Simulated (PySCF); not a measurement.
From one molecule to another.

First species: C2H9FN2Si2.
Numbering: `[NH2:1][Si@@H:2]1[CH2:3][C@H:4]([F:5])[SiH2:6][NH:7]1` (hydrogens: H8, H9 on N1; H10 on Si2; H11, H12 on C3; H13 on C4; H14, H15 on Si6; H16 on N7)

Second species: C5H9OPSi.
SMILES with atom numbers: `[CH:1]#[C:2][Si@@H:3]([PH2:4])[O:5]/[CH:6]=[CH:7]\[CH3:8]` (hydrogens: H9 on C1; H10 on Si3; H11, H12 on P4; H13 on C6; H14 on C7; H15, H16, H17 on C8)

Cartesian coordinates in Å at the GFN2-xTB level; atoms count from 1:
```xyz
17
C5H9OPSi angstrom
C     -2.531    0.928    2.217
C     -2.134    0.315    1.261
Si    -1.497   -0.542   -0.261
P     -2.059    0.552   -2.130
O      0.120   -0.464   -0.356
C      1.084   -0.953    0.461
C      2.338   -0.529    0.416
C      2.833    0.540   -0.501
H     -2.882    1.451    3.060
H     -1.972   -1.930   -0.168
H     -3.045    1.307   -1.521
H     -2.974   -0.401   -2.540
H      0.759   -1.721    1.153
H      3.056   -0.975    1.087
H      2.031    0.886   -1.146
H      3.213    1.383    0.076
H      3.650    0.164   -1.116
```

Levels: PBE0/def2-SVPD for HOMO energy, LUMO energy, HOMO–LUMO gap and static isotropic polarisability; TDDFT PBE0/def2-SVPD for lowest singlet excitation; TDA PBE0/def2-SVPD for lowest triplet excitation (Tamm–Dancoff). Geometries: GFN2-xTB. Each species is one conformer at its optimised geometry, gas phase, non-relativistic unless stated. Electronic properties by PySCF.

The conformers computed, where there is a choice (atom-mapped SMILES and torsion angles):
- `[CH:1]#[C:2][Si@@H:3]([PH2:4])[O:5]/[CH:6]=[CH:7]\[CH3:8]`: C2–Si3–O5–C6 62°, Si3–O5–C6–C7 -163°, H–P4–Si3–C2 -17°, H–P4–Si3–C2 -109°

The conformers of `N[Si@@H]1C[C@H](F)[SiH2]N1` aren't listed.

```json
{"property": "HOMO energy", "column X": "-6.69 eV", "column Y": "-7.15 eV"}
{"property": "LUMO energy", "column X": "-0.60 eV", "column Y": "0.27 eV"}
{"property": "HOMO–LUMO gap", "column X": "6.09 eV", "column Y": "7.42 eV"}
{"property": "lowest singlet excitation", "column X": "5.10 eV", "column Y": "6.17 eV"}
{"property": "lowest triplet excitation (Tamm–Dancoff)", "column X": "4.24 eV", "column Y": "5.86 eV"}
{"property": "static isotropic polarisability", "column X": "116.3 au", "column Y": "87.2 au"}
```

Task: Which column belongs to which species?

Result: Column X is the second species and column Y the first. The first has 16 atoms and 72 electrons, the second 17 and 76.

Task: How does each property change from the first species to the second?

Result: HOMO energy +0.46 eV; LUMO energy -0.87 eV; HOMO–LUMO gap -1.33 eV; lowest singlet excitation -1.07 eV; lowest triplet excitation (Tamm–Dancoff) -1.62 eV; static isotropic polarisability +29.1 au.

On the first: The principal polarisabilities are 79.2, 83.8 and 98.4 au; their mean is the isotropic value. S1 lies 1.25 eV below the HOMO–LUMO gap; its leading configuration is HOMO→LUMO, weight 0.93.

On the second: S1 lies 0.99 eV below the HOMO–LUMO gap; its leading configuration is HOMO→LUMO, weight 0.98. The principal polarisabilities are 97.0, 122.5 and 129.5 au; their mean is the isotropic value. GFN2-xTB frequencies show an imaginary mode (53i cm⁻¹), so this geometry is no minimum at that level.
